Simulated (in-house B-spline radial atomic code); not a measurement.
**Ionising Be²⁺ with different functionals**

Computed with an all-electron radial atomic-structure program (B-spline basis): non-relativistic Hamiltonian, point nucleus, spin-polarised at highest spin, spherical fractional occupations for the functionals, and exact exchange of hybrids averaged over the configuration. The ionisation energy is the difference of two self-consistent energies, 1s2 → 1s1, without Breit or QED terms; ε is the level of the shell that loses the electron (its least bound occupied spin orbital).

| method | rung | ΔSCF (eV) | -ε(1s) (eV) |
| --- | --- | --- | --- |
| PBE0 | global hybrid | 153.52 | 137.94 |
| B3LYP | global hybrid | 154.15 | 137.26 |
| TPSSh | global hybrid | 154.07 | 135.96 |
| M06-2X | global hybrid | 154.21 | 143.38 |
| BHandHLYP | global hybrid | 154.02 | 143.97 |
| r2SCAN0 | global hybrid | ? | ? |
| B97-1 | global hybrid | 154.05 | 137.31 |
| HSE06 | range-separated hybrid | ? | ? |
| wB97X | range-separated hybrid | 154.26 | 139.76 |
| CAM-B3LYP | range-separated hybrid | 153.85 | 139.17 |
| LC-wPBE | range-separated hybrid | 153.57 | 138.30 |

**Question.** What does HSE06 give?

**Answer.** ΔSCF 153.56 eV, and -ε(1s) = 137.54 eV.

**Question.** What does r2SCAN0 give?

**Answer.** ΔSCF 153.91 eV, and -ε(1s) = 139.59 eV.

**Question.** Among the functionals, which spreads more, the ΔSCF values or the orbital energies?

**Answer.** The orbital energies: ΔSCF values span about 0.74 eV and the orbital energies 8.01 eV; here energy differences depend much less on the functional than eigenvalues do.

**Question.** How do they compare with the NIST value?

**Answer.** NIST lists 153.896 eV (tabulated theory, ground level to ground level). Errors run from -0.38 to +0.36 eV; r2SCAN0 is closest (+0.02 eV), but part of that can be cancellation, since the calculations leave out relativity, Breit-QED terms.
